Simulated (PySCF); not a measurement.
Computed with PBE-D3(BJ)/def2-TZVP // B3LYP-D3(BJ)/def2-TZVP in PySCF. All species are isolated molecules in the gas phase. Delta-SCF ions had no search for a lower state. Excitations are Tamm–Dancoff values on a coarser integration grid. The basis has no diffuse functions, so Rydberg states are missing or too high.

Reference species (SMILES): `C#CN=[SiH2]` (neutral, multiplicity 1).

* **vertical ionisation energy (Delta-SCF)**: 8.29 eV
* **S1 oscillator strength**: 0.000
* **dipole moment**: 2.79 D
* **T1 excitation (TDA)**: 1.88 eV

Changed species: `[si]1(=N)cc1`.

### Question
What does the change do to the vertical ionisation energy (Delta-SCF), S1 oscillator strength, dipole moment and T1 excitation (TDA)?

### Answer
the vertical ionisation energy (Delta-SCF) increases by 1.03 eV, to 9.32 eV; the S1 oscillator strength is nearly the same; the dipole moment rises by 0.25 D, to 3.04 D; the T1 excitation (TDA) goes up by 1.84 eV, to 3.72 eV.
